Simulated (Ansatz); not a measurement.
Mulliken charges of BGeH₅, SMILES `[BH2][GeH3]` from PBE/def2-TZVPP in Ansatz (PBE0-D4/def2-TZVP geometry).

| atom | x (Å) | y (Å) | z (Å) | charge (e) |
| --- | --- | --- | --- | --- |
| B1 | 0.008 | -1.220 | 0.268 | -0.061 |
| Ge2 | 0.049 | 0.786 | -0.183 | 0.017 |
| H3 | -1.044 | -1.785 | 0.313 | 0.040 |
| H4 | 0.998 | -1.849 | 0.489 | 0.044 |
| H5 | -0.601 | 1.020 | -1.562 | -0.013 |
| H6 | -0.800 | 1.566 | 0.841 | -0.013 |
| H7 | 1.452 | 1.414 | -0.210 | -0.015 |

Q: By hand: the dipole of these point charges (1 e Å = 4.8032 D).

A: Σ q r = (-0.001, -0.120, 0.027) e Å, of length 0.123 e Å = 0.59 D.

Q: How does the dipole of the full density compare? (An estimate is asked.)

A: Computed: (-0.002, -0.080, 0.018) e Å, 0.39 D; the point charges give 1.51 times that, at 1° from its direction.

Point charges leave out the atoms' own dipoles, such as those of lone pairs, and Mulliken's split depends on the basis, so the two needn't agree.
